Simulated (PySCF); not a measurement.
From one molecule to another.

First species: C6H11NSSi2.
SMILES: `CC(=S)C1=C[Si@@H](N[SiH3])C=C1`

Second species: CH12N2O2Si3.
Numbering: `[CH3:1][NH:2][Si@@H:3]([NH2:4])[Si:5]([OH:6])([OH:7])[SiH3:8]` (hydrogens: H9, H10, H11 on C1; H12 on N2; H13 on Si3; H14, H15 on N4; H16 on O6; H17 on O7; H18, H19, H20 on Si8)

Cartesian coordinates in Å at the GFN2-xTB level; atoms count from 1:
```xyz
20
CH12N2O2Si3 angstrom
C     -3.0734   -0.2963    0.7312
N     -1.6615   -0.5482    0.6044
Si    -0.7646   -0.0174   -0.7705
N     -0.8538    1.7026   -0.9704
Si     1.4478   -0.4640   -0.4173
O      2.0162   -0.0395   -1.9067
O      1.7568   -2.0623   -0.1688
Si     2.7458    0.4171    1.2843
H     -3.5383   -0.4436   -0.2413
H     -3.2930    0.7261    1.0617
H     -3.5248   -0.9911    1.4425
H     -1.2068   -0.5269    1.5040
H     -1.4762   -0.7389   -1.8605
H     -1.7563    2.1517   -0.9959
H     -0.2387    2.1430   -1.6349
H      2.9162   -0.2181   -2.1696
H      1.3017   -2.7491   -0.6488
H      3.0285    1.8501    1.1007
H      4.0744   -0.1927    1.4556
H      2.0948    0.3081    2.5974
```

Levels: PBE0/pcSseg-1 for HOMO energy, LUMO energy and HOMO–LUMO gap. Geometries: GFN2-xTB. All species are isolated and taken at one optimised geometry, non-relativistic unless stated; the electronic structure was computed with PySCF and density fitting.

Dipoles, sizes and rotational constants follow the conformer. The torsions of the flexible species, by atom-mapped SMILES:
- `[CH3:1][C:2](=[S:3])[C:4]1=[CH:5][Si@@H:6]([NH:7][SiH3:8])[CH:9]=[CH:10]1`: C1–C2–C4–C5 0°, C5–Si6–N7–Si8 -169°

The conformers of `CN[Si@@H](N)[Si](O)(O)[SiH3]` aren't listed.

```csv
property,column X,column Y
HOMO energy,-6.39 eV,-6.68 eV
LUMO energy,-2.92 eV,-0.59 eV
HOMO–LUMO gap,3.47 eV,6.09 eV
```

(1) Which column belongs to which species?

(2) How does each property change from the first species to the second?

## Answers

(1) Column X is the first species and column Y the second. The first has 21 atoms and 98 electrons, the second 20 and 90.

(2) HOMO energy -0.29 eV; LUMO energy +2.33 eV; HOMO–LUMO gap +2.62 eV.

